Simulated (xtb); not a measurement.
xtb input (GFN2-xTB):

```bash
xtb mol.xyz --gfn 2 --sp --chrg -1 --uhf 0
```
mol.xyz:
```
3

Bi     0.11208710    -0.62633752     0.77367491
I      2.05489889     0.86234499    -0.61513851
I     -2.23043152     0.11852320    -0.59646559
```

End of the output:

```
         :::::::::::::::::::::::::::::::::::::::::::::::::::::
         ::                     SUMMARY                     ::
         :::::::::::::::::::::::::::::::::::::::::::::::::::::
         :: total energy             -10.263265895257 Eh    ::
         :: gradient norm              0.041124953546 Eh/a0 ::
         :: HOMO-LUMO gap              0.529646404855 eV    ::
         ::.................................................::
         :: SCC energy               -10.269374025151 Eh    ::
         :: -> isotropic ES            0.114576700377 Eh    ::
         :: -> anisotropic ES         -0.006817780467 Eh    ::
         :: -> anisotropic XC          0.033854240024 Eh    ::
         :: -> dispersion             -0.003635675119 Eh    ::
         :: repulsion energy           0.006108129894 Eh    ::
         :: add. restraining           0.000000000000 Eh    ::
         :: total charge              -1.000000000000 e     ::
         :::::::::::::::::::::::::::::::::::::::::::::::::::::

           -------------------------------------------------
          |                Property Printout                |
           -------------------------------------------------

    * Orbital Energies and Occupations

         #    Occupation            Energy/Eh            Energy/eV
      -------------------------------------------------------------
         1        2.0000           -0.5444405             -14.8150
         2        2.0000           -0.5372888             -14.6204
         3        2.0000           -0.5201886             -14.1551
         4        2.0000           -0.2695702              -7.3354
         5        2.0000           -0.2526370              -6.8746
         6        2.0000           -0.2306774              -6.2771
         7        2.0000           -0.2264185              -6.1612
         8        2.0000           -0.2255719              -6.1381
         9        2.0000           -0.2249539              -6.1213
        10        1.9999           -0.0256564              -0.6981 (HOMO)
        11        0.0001           -0.0061923              -0.1685 (LUMO)
        12                          0.0229108               0.6234
Note: The following floating-point exceptions are signalling: IEEE_UNDERFLOW_FLAG IEEE_DENORMAL
normal termination of xtb
        13                          0.2408049               6.5526
        14                          0.2441521               6.6437
        15                          0.2444470               6.6517
        16                          0.2447267               6.6594
        17                          0.2473298               6.7302
        18                          0.2535432               6.8993
        19                          0.2601228               7.0783
        20                          0.2995135               8.1502
        21                          0.4317279              11.7479
        22                          0.6251632              17.0116
      -------------------------------------------------------------
                  HL-Gap            0.0194641 Eh            0.5296 eV
             Fermi-level           -0.0159244 Eh           -0.4333 eV

     #   Z          covCN         q      C6AA      α(0)
     1  83 Bi       1.758    -0.072   503.425    44.156
     2  53 I        0.885    -0.464   407.706    34.857
     3  53 I        0.885    -0.464   407.706    34.857

 Mol. C6AA /au·bohr⁶  :       3935.767585
 Mol. C8AA /au·bohr⁸  :     422044.949022
 Mol. α(0) /au        :        113.869158

Wiberg/Mayer (AO) data.
largest (>0.10) Wiberg bond orders for each atom

 ---------------------------------------------------------------------------
     #   Z sym  total        # sym  WBO       # sym  WBO       # sym  WBO
 ---------------------------------------------------------------------------
     1  83 Bi   1.758 --     3 I    0.879     2 I    0.879
     2  53 I    0.898 --     1 Bi   0.879
     3  53 I    0.898 --     1 Bi   0.879
 ---------------------------------------------------------------------------

Topologies differ in total number of bonds
Writing topology from bond orders to xtbtopo.mol

molecular dipole:
                 x           y           z       tot (Debye)
 q only:        0.139      -0.774       0.957
   full:        0.257      -1.437       1.775       5.842
molecular quadrupole (traceless):
                xx          xy          yy          xz          yz          zz
 q only:      -13.876      -3.719       6.949      -0.198       1.681       6.928
  q+dip:      -24.902      -6.698      12.618      -0.486       3.765      12.284
   full:      -21.809      -5.769      10.426       0.126       0.132      11.384

           -------------------------------------------------
          | TOTAL ENERGY              -10.263265895257 Eh   |
          | GRADIENT NORM               0.041124953546 Eh/α |
          | HOMO-LUMO GAP               0.529646404855 eV   |
           -------------------------------------------------

------------------------------------------------------------------------
------------------------------------------------------------------------
 total:
 SCF:
```

This state (charge -1, singlet) is run at the relaxed geometry of the species with charge 0 and multiplicity 2.
